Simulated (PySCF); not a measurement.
**Correlation energy of Al⁺ (aluminium, charge +1)**

[Ne] 3s2, closed-shell 1S. Calculation: PySCF 2.14, in dyall-av2z; no relativity, point nucleus. Frozen: [Ne]; 2 electrons correlated; the 15 highest virtual orbitals of each spin left out.

With two correlated electrons CCSD is exact within the correlated space (frozen core and kept virtual orbitals).

```json
{"level": "CCSD", "correlation energy (mhartree)": "-38.93"}
```

Diagnostics: T1 = 0.0081, D1 = 0.0114, largest double amplitude 0.111.

Cost of the coupled-cluster step: roughly 0.13 core-seconds, for 2 correlated electrons.

Iterations:

```
CC2 = 0
CCSD nocc = 1, nmo = 30
frozen orbitals [0, 1, 2, 3, 4, 35, 36, 37, 38, 39, 40, 41, 42, 43, 44, 45, 46, 47, 48, 49]
max_cycle = 100
direct = 0
conv_tol = 1e-08
conv_tol_normt = 1e-06
diis_space = 8
diis_start_cycle = 0
Init t2, MP2 energy = -241.694481552936  E_corr(MP2) -0.0257428125287575
Init E_corr(CCSD) = -0.0257428125314932
cycle = 1  E_corr(CCSD) = -0.0335707322471021  dE = -0.00782791972  norm(t1,t2) = 0.0500845
cycle = 2  E_corr(CCSD) = -0.0364949724324002  dE = -0.00292424019  norm(t1,t2) = 0.0227964
cycle = 3  E_corr(CCSD) = -0.0389452505014026  dE = -0.00245027807  norm(t1,t2) = 0.0111217
cycle = 4  E_corr(CCSD) = -0.0389255545553244  dE = 1.96959461e-05  norm(t1,t2) = 0.000532442
cycle = 5  E_corr(CCSD) = -0.0389302412558541  dE = -4.68670053e-06  norm(t1,t2) = 6.44093e-05
cycle = 6  E_corr(CCSD) = -0.0389257865369485  dE = 4.45471891e-06  norm(t1,t2) = 1.57813e-05
cycle = 7  E_corr(CCSD) = -0.0389266911887326  dE = -9.04651784e-07  norm(t1,t2) = 4.01406e-06
cycle = 8  E_corr(CCSD) = -0.0389266589293093  dE = 3.22594232e-08  norm(t1,t2) = 1.98057e-07
cycle = 9  E_corr(CCSD) = -0.038926653749572  dE = 5.1797373e-09  norm(t1,t2) = 4.91693e-08
CCSD converged
E(CCSD) = -241.7076653941569  E_corr = -0.03892665374957204
```
